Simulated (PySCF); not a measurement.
**Spinor energies of Ta+ (tantalum, charge +1)**

Start: [Xe] 4f14 5d4; 5d5/2 filled at m_j = -1/2, +1/2, +3/2, +5/2. Calculated with PySCF 2.14 in x2c-TZVPall-2c: generalised Hartree-Fock with the X2C-1e Hamiltonian and a Gaussian nucleus; spin-orbit coupling (SO) screened by Boettger's factors. This is a chosen level, not necessarily the ground level.

```csv
spinor shell,electrons,"ε, screened SO (eV)",weight of nominal j (screened SO),"rms radius, screened SO (bohr)"
1s1/2,2,-67760.5,1.000,0.0211
2s1/2,2,-11782.8,1.000,0.0853
2p1/2,2,-11240.3,1.000,0.0726
2p3/2,4,-9964.5,1.000,0.0799
3s1/2,2,-2763.3,1.000,0.218
3p1/2,2,-2522.5,1.000,0.210
3p3/2,4,-2243.0,1.000,0.225
3d3/2,4,-1841.1,1.000,0.199
3d5/2,6,-1780.7,1.000,0.203
4s1/2,2,-598.41,1.000,0.488
4p1/2,2,-497.86,1.000,0.497
4p3/2,4,-432.84,1.000,0.530
4d3/2,4,-267.10,1.000,0.557
4d5/2,6,-254.79,1.000,0.569
5s1/2,2,-91.512,1.000,1.19
5p1/2,2,-60.241,0.955,1.34
4f5/2,6,-45.989,0.990,0.706
4f7/2,8,-44.000,0.993,0.708
5d5/2,4,-14.039,0.574,2.37
```

Problem. Where does 5p3/2 lie, and what is the 5p spin-orbit splitting (screened SO)?

Solution. At -50.341 eV, 9.900 eV above 5p1/2.

```json
{"quantity": "E (hartree)", "screened SO": "-15610.04370"}
{"quantity": "M_J", "screened SO": "4"}
{"quantity": "⟨J²⟩", "screened SO": "20.365"}
{"quantity": "⟨L²⟩", "screened SO": "7.434"}
{"quantity": "⟨S²⟩", "screened SO": "5.474"}
```

The determinant has a definite M_J but mixes levels of different J.

Each row is a mean over spinors that exchange with the open shell spreads, by up to 5.564 eV (5p3/2).

Rows whose weight is well below 1 are mixtures of j = l ± 1/2: exchange outweighs spin-orbit coupling there, and the label is only the starting occupation.

Breit and QED terms are absent; they matter most for the inner s and p1/2 levels.

Densities and radii are taken from the X2C orbitals without a picture-change correction, which distorts them close to the nucleus.
